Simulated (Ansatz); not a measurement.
Job for Ansatz (a quantum-chemistry and plane-wave program): R-CCSD(T)/aug-cc-pVTZ on C2H2N2 (a complex), monomers drawn apart or pushed together.

Ansatz 0.2 input:
```yaml
crystal:
  periodic: [false, false, false]
  atoms:
    - {symbol: C, position_ang: [-0.21658715, 0.39363787, -1.13054421]}
    - {symbol: N, position_ang: [-0.11584127, 0.33019047, 0.02627859]}
    - {symbol: H, position_ang: [-0.02787827, 0.27470161, 1.03611601]}
    - {symbol: C, position_ang: [0.13129243, 0.17471782, 2.87448451]}
    - {symbol: N, position_ang: [0.23146779, 0.11245153, 4.02705189]}
    - {symbol: H, position_ang: [0.31789536, 0.05877417, 5.02047443]}
basis:
  gaussian:
    orbitals: aug-cc-pVTZ
magnetization: {spin_polarized: false}
correlation: {method: ccsd_t, electrons: outside_noble_gas}
scf: {lower_state_search: off}
```

Q: What total energy does the run end on?

A: -186.5250 hartree (reference determinant -185.7925, T1 diagnostic 0.016).

Q: How many basis functions does it have, and what does it roughly cost on one machine?

A: 230 functions; around 7 core-minutes (rough).
